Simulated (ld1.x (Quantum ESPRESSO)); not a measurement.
## What one change does to a pseudopotential (thulium, TM)

* Element: thulium (Tm)
* Generator: ld1.x (Quantum ESPRESSO) 7.5
* Type: norm-conserving Troullier–Martins (Kleinman–Bylander form)
* Functional: PBEsol
* Relativity: fully relativistic
* Frozen core: [Xe]
* Valence charge: 15
* Reference configuration: 4f13 5d0 6s1.75 6p0.25
* Partial waves: 6s (bound): rc 2.30 bohr; 6p (bound): rc 3.60 bohr; 4f (bound): rc 1.30 bohr; 5d (bound, empty): rc 3.35 bohr
* Local potential: the d channel
* Core correction: none

Open shells are filled in proportion to 2j + 1 (rel_dist='average').

All-electron outer shells of the reference configuration (PBEsol, scalar-relativistic, ld1.x):

| shell | level (eV) | outermost node (bohr) | outermost maximum (bohr) |
| --- | --- | --- | --- |
| 5s | -53.84 | 0.59 | 1.10 |
| 5p | -27.35 | 0.64 | 1.26 |
| 6s | -4.13 | 1.49 | 3.29 |
| 4f | -3.54 | – | 0.50 |
| 6p | -1.29 | 1.84 | 4.67 |
| 5d | -1.08 | 0.72 | 2.07 |

Change: local potential all-electron potential smoothed inside 1.10 bohr (lloc = -2).

Cutoffs: the cutoffs (Ry, on a coarse ladder) from which the occupation-weighted sum of valence levels, in a spherical-Bessel basis at the reference potential, stays within 10 and 1 mRy of its value at 400 Ry; they do not see the model core or the augmentation charge, which bear on the density cutoff. Errors are all-electron minus pseudo energies relative to the spin-unpolarised reference configuration.

**Question.** Predict the effect on cutoff, ghosts and configuration errors.

**Answer.** The bound ghosts move from s to p, s; the number of tests that count goes from 7 to 6; of the 6 tests that both files solve, the error grows in 2 and shrinks in 2 by more than 15 % and 0.3 meV (median size 42.1 → 31.6 meV); the range in which the f7/2 phases agree widens (upper end 0.8 → 3.1). In the separable form a ghost depends on how the local part lies against the semilocal potential of the channel, so the choice of the local part can create or remove one.

```csv
quantity,base,changed
"cutoff, loose",260 Ry,260 Ry
"cutoff, tight",over 300 Ry,over 300 Ry
loose cutoff by channel (10 mRy a level),"s 12 Ry, p 6 Ry, f 230 Ry","s 10 Ry, p 6 Ry, f 230 Ry"
bound ghosts,s,"s, p3/2, p1/2"
"tests counted (converged, no solver errors)",7 of 7,6 of 7
"error for 4f13 5d0 6s2 6p0, meV [ΔE -0.70 eV]",+0.2,+0.6
"error for 4f13 5d0 6s1 6p0, meV [ΔE 5.77 eV]",-6.0,+3.3
"error for 4f13 5d0 6s0 6p0, meV [ΔE 17.76 eV]",+190,+192
"error for 4f12 5d0 6s0 6p0, meV [ΔE 44.13 eV]",-902,-798
"error for 4f13 5d1 6s1 6p0, meV [ΔE 2.40 eV]",+15,+21
"error for 4f13 5d0 6s0 6p2, meV [ΔE 5.19 eV]",+70,+43
s: phases at 3.90 bohr within 0.05 rad from the reference energy up to (Ry; the scan ends near 5),1.4,0.4
p1/2: phases at 3.90 bohr within 0.05 rad from the reference energy up to (Ry; the scan ends near 5),0.2,1.0
p3/2: phases at 3.90 bohr within 0.05 rad from the reference energy up to (Ry; the scan ends near 5),0.0,0.3
d3/2: phases at 3.90 bohr within 0.05 rad from the reference energy up to (Ry; the scan ends near 5),n/a,1.0
d5/2: phases at 3.90 bohr within 0.05 rad from the reference energy up to (Ry; the scan ends near 5),n/a,1.0
f5/2: phases at 3.90 bohr within 0.05 rad from the reference energy up to (Ry; the scan ends near 5),n/a,n/a
f7/2: phases at 3.90 bohr within 0.05 rad from the reference energy up to (Ry; the scan ends near 5),0.8,3.1
```

Base: These tests converged, but a pseudo level misses the all-electron one widely, so the file describes the atom poorly there or has found another state: 4f13 5d0 6s0 6p0: empty 6p by 2.2 eV (a node warning on the way); 4f12 5d0 6s0 6p0: 4f by 2.5 eV. ld1.x printed “convergence not achieved” for 3 of the counted tests; their residual had stalled under 1e-8, short of the target of 1e-14. Changed file: Tests not counted: 4f13 5d0 6s0 6p1 (solver errors, printed error -1.3 eV). These tests converged, but a pseudo level misses the all-electron one widely, so the file describes the atom poorly there or has found another state: 4f13 5d0 6s0 6p0: empty 6p by 2.7 eV; 4f12 5d0 6s0 6p0: empty 6s by 5.9 eV. ld1.x printed “convergence not achieved” for 3 of the counted tests; their residual had stalled under 1e-8, short of the target of 1e-14. A true bound ghost makes a file unfit for plane-wave use even where its test errors are small: the radial tests pick states by their node count and pass the ghost by. Where a test does run into it, the solver fails or the error is huge.
